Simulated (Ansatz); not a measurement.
## Nudged elastic band run: ClF4H4SiTa

input.yaml

```yaml
crystal:
  periodic: [false, false, false]
  atoms:
    - { symbol: Ta, position_ang: [-0.034895, -0.329157, 0.039203] }
    - { symbol: F, position_ang: [1.753501, -0.933114, 0.159905] }
    - { symbol: Cl, position_ang: [-0.233592, -0.644316, 2.357307] }
    - { symbol: F, position_ang: [0.481317, 0.521635, -1.572584] }
    - { symbol: F, position_ang: [-1.36429, 1.011378, 0.178409] }
    - { symbol: F, position_ang: [-0.949162, -1.808343, -0.62054] }
    - { symbol: Si, position_ang: [1.376405, 2.697858, 1.563355] }
    - { symbol: H, position_ang: [1.764408, 2.231468, 2.930934] }
    - { symbol: H, position_ang: [2.451236, 3.529121, 0.930937] }
    - { symbol: H, position_ang: [0.055206, 3.398689, 1.559748] }
    - { symbol: H, position_ang: [1.251266, 1.463681, 0.684124] }
basis:
  gaussian: { orbitals: def2-SVP }
hamiltonian:
  xc: pbe
neb:
  order_check: false
  images: 9
  f_tol: 0.03
  max_iterations: 60
  final_atoms:
    - { symbol: Ta, position_ang: [-0.33925735, 0.17410387, 0.32832973] }
    - { symbol: F, position_ang: [1.96358833, -0.02139113, 0.03656127] }
    - { symbol: Cl, position_ang: [-0.06341499, -0.72101898, 2.47503583] }
    - { symbol: F, position_ang: [-0.22064214, 1.24268755, -1.23338363] }
    - { symbol: F, position_ang: [-2.14226077, 0.57865902, 0.5731879] }
    - { symbol: F, position_ang: [0.01162349, -1.44485405, -0.57968179] }
    - { symbol: Si, position_ang: [0.94477129, 2.32818671, 1.40161112] }
    - { symbol: H, position_ang: [0.87088346, 2.56533812, 2.88511959] }
    - { symbol: H, position_ang: [2.45040181, 2.01327267, 1.18161351] }
    - { symbol: H, position_ang: [0.77859549, 3.6288315, 0.6598994] }
    - { symbol: H, position_ang: [2.29711137, 0.7950847, 0.48250507] }
  initial_path:
    images:
      - { positions_ang: [[-0.034895, -0.329157, 0.039203], [1.753501, -0.933114, 0.159905], [-0.233592, -0.644316, 2.357307], [0.481317, 0.521635, -1.572584], [-1.36429, 1.011378, 0.178409], [-0.949162, -1.808343, -0.62054], [1.376405, 2.697858, 1.563355], [1.764408, 2.231468, 2.930934], [2.451236, 3.529121, 0.930937], [0.055206, 3.398689, 1.559748], [1.251266, 1.463681, 0.684124]] }
      - { positions_ang: [[-0.02832299, -0.26013988, 0.02745109], [1.85833428, -0.74833736, 0.12939514], [-0.19317879, -0.51836737, 2.37586141], [0.38925533, 0.42526034, -1.64792156], [-1.28117434, 1.14865199, 0.14070924], [-0.95635084, -1.77559312, -0.50679285], [1.28224481, 2.60267863, 1.56231498], [1.67212598, 2.13423018, 2.92066884], [2.37089151, 3.39346785, 0.92556608], [0.0098425, 3.35846888, 1.58723072], [1.42773255, 1.37857988, 0.69631491]] }
      - { positions_ang: [[-0.02175098, -0.19112277, 0.01569918], [1.96316756, -0.56356073, 0.09888527], [-0.15276559, -0.39241874, 2.39441582], [0.29719366, 0.32888567, -1.72325912], [-1.19805868, 1.28592599, 0.10300948], [-0.96353969, -1.74284324, -0.3930457], [1.18808462, 2.50749926, 1.56127497], [1.57984397, 2.03699235, 2.91040368], [2.29054702, 3.2578147, 0.92019516], [-0.03552099, 3.31824876, 1.61471344], [1.6041991, 1.29347875, 0.70850582]] }
      - { positions_ang: [[-0.01517896, -0.12210565, 0.00394727], [2.06800084, -0.37878409, 0.06837541], [-0.11235238, -0.26647012, 2.41297023], [0.205132, 0.23251101, -1.79859668], [-1.11494302, 1.42319998, 0.06530973], [-0.97072853, -1.71009336, -0.27929855], [1.09392443, 2.41231989, 1.56023495], [1.48756195, 1.93975453, 2.90013852], [2.21020253, 3.12216155, 0.91482424], [-0.08088449, 3.27802864, 1.64219616], [1.78066564, 1.20837763, 0.72069673]] }
      - { positions_ang: [[-0.00860695, -0.05308854, -0.00780464], [2.17283412, -0.19400746, 0.03786554], [-0.07193918, -0.14052149, 2.43152464], [0.11307033, 0.13613635, -1.87393424], [-1.03182736, 1.56047397, 0.02760997], [-0.97791737, -1.67734348, -0.16555141], [0.99976424, 2.31714051, 1.55919493], [1.39527993, 1.84251671, 2.88987336], [2.12985804, 2.9865084, 0.90945333], [-0.12624799, 3.23780852, 1.66967888], [1.95713219, 1.12327651, 0.73288764]] }
      - { positions_ang: [[-0.00203494, 0.01592858, -0.01955654], [2.27766739, -0.00923082, 0.00735568], [-0.03152597, -0.01457286, 2.45007904], [0.02100866, 0.03976168, -1.9492718], [-0.94871169, 1.69774797, -0.01008979], [-0.98510622, -1.64459361, -0.05180426], [0.90560405, 2.22196114, 1.55815492], [1.30299792, 1.74527889, 2.8796082], [2.04951355, 2.85085525, 0.90408241], [-0.17161149, 3.1975884, 1.69716159], [2.13359874, 1.03817538, 0.74507855]] }
      - { positions_ang: [[-0.06947942, 0.04756363, 0.05002071], [2.21485158, -0.01166288, 0.0131968], [-0.03790378, -0.15586209, 2.4550704], [-0.0273215, 0.28034686, -1.80609417], [-1.18742151, 1.47393018, 0.10656575], [-0.78576027, -1.60464569, -0.15737976], [0.9134375, 2.24320626, 1.52684616], [1.21657502, 1.90929073, 2.88071048], [2.1296912, 2.68333874, 0.95958863], [0.01842991, 3.28383702, 1.48970915], [2.16630127, 0.98955725, 0.69256385]] }
      - { positions_ang: [[-0.1369239, 0.07919869, 0.11959797], [2.15203577, -0.01409495, 0.01903791], [-0.04428158, -0.29715131, 2.46006176], [-0.07565166, 0.52093203, -1.66291653], [-1.42613132, 1.25011239, 0.22322129], [-0.58641433, -1.56469778, -0.26295527], [0.92127095, 2.26445137, 1.4955374], [1.13015213, 2.07330258, 2.88181276], [2.20986885, 2.51582222, 1.01509485], [0.2084713, 3.37008564, 1.28225672], [2.19900379, 0.94093911, 0.64004916]] }
      - { positions_ang: [[-0.20436838, 0.11083375, 0.18917522], [2.08921996, -0.01652701, 0.02487903], [-0.05065938, -0.43844054, 2.46505312], [-0.12398182, 0.7615172, -1.5197389], [-1.66484114, 1.0262946, 0.33987682], [-0.38706839, -1.52474987, -0.36853077], [0.9291044, 2.28569649, 1.46422864], [1.04372924, 2.23731443, 2.88291504], [2.2900465, 2.3483057, 1.07060107], [0.3985127, 3.45633426, 1.07480428], [2.23170632, 0.89232097, 0.58753446]] }
      - { positions_ang: [[-0.27181287, 0.14246881, 0.25875247], [2.02640415, -0.01895907, 0.03072015], [-0.05703719, -0.57972976, 2.47004448], [-0.17231198, 1.00210238, -1.37656127], [-1.90355095, 0.80247681, 0.45653236], [-0.18772245, -1.48480196, -0.47410628], [0.93693784, 2.3069416, 1.43291988], [0.95730635, 2.40132628, 2.88401732], [2.37022416, 2.18078919, 1.12610729], [0.58855409, 3.54258288, 0.86735184], [2.26440885, 0.84370284, 0.53501977]] }
      - { positions_ang: [[-0.33925735, 0.17410387, 0.32832973], [1.96358833, -0.02139113, 0.03656127], [-0.06341499, -0.72101898, 2.47503583], [-0.22064214, 1.24268755, -1.23338363], [-2.14226077, 0.57865902, 0.5731879], [0.01162349, -1.44485405, -0.57968179], [0.94477129, 2.32818671, 1.40161112], [0.87088346, 2.56533812, 2.88511959], [2.45040181, 2.01327267, 1.18161351], [0.77859549, 3.6288315, 0.6598994], [2.29711137, 0.7950847, 0.48250507]] }
```

Command:

```bash
$ ansatz run input.yaml --threads 4 --pin off --max-ram 5120MiB --backend cpu --events-out ev --progress --plain --runs-dir out
```

Output, in part (warnings, iteration lines, the closing report on the highest movable image, with atoms numbered from 0):

```
NEB end point (image 0): max|allowed force component| = 1.282e-2 eV/Å (the criterion of neb.relax_end_points is 1.000e-2)
NEB end point (image 10): max|allowed force component| = 1.953e-2 eV/Å (the criterion of neb.relax_end_points is 1.000e-2)
NEB iter   1: max|band force component| = 6.823e0 eV/Å  barrier→ = 4.9021 eV  barrier← = 3.3937 eV  Δτ_max = 0.2000 Å  (409 SCF iters)
NEB iter   2: max|band force component| = 1.610e0 eV/Å  barrier→ = 3.2442 eV  barrier← = 1.7357 eV  Δτ_max = 0.2000 Å  (378 SCF iters)
NEB iter   3: max|band force component| = 1.800e0 eV/Å  barrier→ = 2.4706 eV  barrier← = 0.9621 eV  Δτ_max = 0.1036 Å  (330 SCF iters)
NEB iter   4: max|band force component| = 1.831e0 eV/Å  barrier→ = 2.1467 eV  barrier← = 0.6382 eV  Δτ_max = 0.1009 Å  (327 SCF iters)
NEB iter   5: max|band force component| = 1.637e0 eV/Å  barrier→ = 1.9554 eV  barrier← = 0.4469 eV  Δτ_max = 0.1015 Å  (319 SCF iters)
NEB iter   6: max|band force component| = 1.669e0 eV/Å  barrier→ = 1.8846 eV  barrier← = 0.3761 eV  Δτ_max = 0.2000 Å  (314 SCF iters)
NEB iter   7: max|band force component| = 1.874e0 eV/Å  barrier→ = 1.8380 eV  barrier← = 0.3296 eV  Δτ_max = 0.2000 Å  (328 SCF iters)
NEB iter   8: max|band force component| = 9.648e-1 eV/Å  barrier→ = 1.8078 eV  barrier← = 0.2994 eV  Δτ_max = 0.2000 Å  (323 SCF iters)
NEB iter   9: max|band force component| = 9.996e-1 eV/Å  barrier→ = 1.8460 eV  barrier← = 0.3375 eV  Δτ_max = 0.1975 Å  (328 SCF iters)
NEB iter  10: max|band force component| = 9.058e-1 eV/Å  barrier→ = 1.8552 eV  barrier← = 0.3467 eV  Δτ_max = 0.1013 Å  (331 SCF iters)
NEB iter  11: max|band force component| = 5.348e-1 eV/Å  barrier→ = 1.8016 eV  barrier← = 0.2931 eV  Δτ_max = 0.2000 Å  (304 SCF iters)
NEB iter  12: max|band force component| = 4.790e0 eV/Å  barrier→ = 2.0643 eV  barrier← = 0.5558 eV  Δτ_max = 0.1010 Å  (319 SCF iters)
NEB iter  13: max|band force component| = 1.680e-1 eV/Å  barrier→ = 1.7705 eV  barrier← = 0.2621 eV  CI = image 6  Δτ_max = 0.1368 Å  (302 SCF iters)
NEB iter  14: max|band force component| = 3.759e-1 eV/Å  barrier→ = 1.7925 eV  barrier← = 0.2840 eV  CI = image 6  Δτ_max = 0.0677 Å  (298 SCF iters)
NEB iter  15: max|band force component| = 1.543e-1 eV/Å  barrier→ = 1.7747 eV  barrier← = 0.2662 eV  CI = image 6  Δτ_max = 0.0759 Å  (288 SCF iters)
NEB iter  16: max|band force component| = 1.101e-1 eV/Å  barrier→ = 1.7675 eV  barrier← = 0.2590 eV  CI = image 6  Δτ_max = 0.1360 Å  (282 SCF iters)
NEB iter  17: max|band force component| = 1.492e-1 eV/Å  barrier→ = 1.7516 eV  barrier← = 0.2432 eV  CI = image 6  Δτ_max = 0.0682 Å  (286 SCF iters)
NEB iter  18: max|band force component| = 3.240e-1 eV/Å  barrier→ = 1.7459 eV  barrier← = 0.2375 eV  CI = image 6  Δτ_max = 0.0340 Å  (285 SCF iters)
NEB iter  19: max|band force component| = 8.381e-2 eV/Å  barrier→ = 1.7438 eV  barrier← = 0.2354 eV  CI = image 6  Δτ_max = 0.0682 Å  (286 SCF iters)
NEB iter  20: max|band force component| = 4.641e-2 eV/Å  barrier→ = 1.7419 eV  barrier← = 0.2334 eV  CI = image 6  Δτ_max = 0.0748 Å  (287 SCF iters)
NEB iter  21: max|band force component| = 1.020e-1 eV/Å  barrier→ = 1.7421 eV  barrier← = 0.2337 eV  CI = image 6  Δτ_max = 0.0345 Å  (286 SCF iters)
NEB iter  22: max|band force component| = 4.079e-2 eV/Å  barrier→ = 1.7419 eV  barrier← = 0.2334 eV  CI = image 6  Δτ_max = 0.0211 Å  (292 SCF iters)
NEB iter  23: max|band force component| = 4.071e-2 eV/Å  barrier→ = 1.7419 eV  barrier← = 0.2334 eV  CI = image 6  Δτ_max = 0.0275 Å  (296 SCF iters)
NEB iter  24: max|band force component| = 3.302e-2 eV/Å  barrier→ = 1.7419 eV  barrier← = 0.2334 eV  CI = image 6  Δτ_max = 0.0184 Å  (292 SCF iters)
NEB iter  25: max|band force component| = 2.328e-2 eV/Å  barrier→ = 1.7419 eV  barrier← = 0.2334 eV  CI = image 6  Δτ_max = 0.0000 Å  (587 SCF iters)
Total energy: -32858.07501063 eV, -1207.5119846373 hartree
Atom 0 at    -0.218802     0.263930     0.239006 Å, force    -0.002349    -0.005078     0.001010 eV/Å
Atom 1 at     1.957542    -0.513749     0.331911 Å, force    -0.001618    -0.023331    -0.010957 eV/Å
Atom 2 at    -0.551555    -0.329329     2.474990 Å, force    -0.000726     0.000449    -0.001505 eV/Å
Atom 3 at     0.373923     1.196334    -1.301071 Å, force     0.000292     0.000787    -0.000985 eV/Å
Atom 4 at    -1.930149     0.992999     0.071809 Å, force     0.000780     0.002737     0.000950 eV/Å
Atom 5 at    -0.217967    -1.465174    -0.491968 Å, force     0.001946    -0.000780     0.000109 eV/Å
Atom 6 at     1.249017     2.282577     1.401095 Å, force    -0.007422     0.004946    -0.001007 eV/Å
Atom 7 at     1.670723     2.242460     2.842492 Å, force     0.001329    -0.000959     0.000177 eV/Å
Atom 8 at     2.224136     3.082416     0.578292 Å, force     0.000552     0.000592    -0.000845 eV/Å
Atom 9 at    -0.088152     2.998573     1.321419 Å, force     0.006800    -0.003580     0.001134 eV/Å
Atom 10 at     2.082685     0.387863     0.742824 Å, force     0.000416     0.024216     0.011918 eV/Å
Dipole moment:     0.198121     0.108003     0.123177 e Å
```

The run converged. A vibrational analysis at the climbing image gives one clearly imaginary mode, 124i cm⁻¹: a first-order saddle point. The orbitals stay closed-shell, which can raise the energy where a bond breaks towards radicals; this wasn't checked here.

Final band (atoms are numbered from 1 in the order of the input):

```tsv
image	path coordinate (Å)	energy (eV)	Si7–H11 (Å)	Ta1–Si7 (Å)	F2–H11 (Å)
0	0.00	0.00	1.52	3.67	2.50
1	0.55	0.00	1.52	3.68	2.49
2	1.10	0.03	1.52	3.55	2.43
3	1.65	0.11	1.51	3.37	2.24
4	2.21	0.40	1.53	3.09	1.90
5	2.76	1.44	1.74	2.85	1.43
6	3.31	1.74	2.17	2.75	1.00
7	4.07	1.68	2.51	2.71	0.95
8	4.83	1.58	2.35	2.70	0.96
9	5.59	1.52	2.25	2.72	0.98
10	6.36	1.51	2.24	2.73	0.99
```

The run took 8.1 min on 4 threads of Arm Neoverse V2 (shared host), peak memory 0.23 GiB.
